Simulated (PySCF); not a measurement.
C₂H₈O₂Si₂, SMILES C(=C)[Si@H](O)[SiH2]O.

Coordinates come from a B3LYP-D3(BJ)/def2-SVP optimisation. The structure was generated by enumeration; whether it is a known compound was not checked. The values are those of a single conformer.

Two levels are set side by side: PBE/def2-TZVP (PySCF) and PBE0/def2-TZVP (PySCF). Same geometry, gas phase. Differences are taken from unrounded values.

```tsv
quantity	PBE
orbital gap (eV)	4.39
highest occupied level (eV)	-6.34
lowest empty level (eV)	-1.95
dipole moment (D)	2.78
mean polarisability (bohr³)	88.4
```

Question: These are the PBE values. What does PBE0 give? (The exact figures need the calculation; the answer reports its results.)

Answer: 
```
quantity                      PBE0  PBE minus PBE0
---------------------------  -----  --------------
orbital gap (eV)              6.47           -2.07
highest occupied level (eV)  -7.49            1.15
lowest empty level (eV)      -1.02           -0.93
dipole moment (D)             2.93           -0.15
mean polarisability (bohr³)   84.7             3.7
```

Without exact exchange PBE keeps part of each electron's self-repulsion, which lifts occupied levels and narrows the gap. Loosely held outer electrons make PBE densities more polarisable. Differences between two approximate levels are no errors against the true value.

Rough cost on one machine, each run with all the roots and properties that it gave: PBE0 against PBE within a factor of 2.
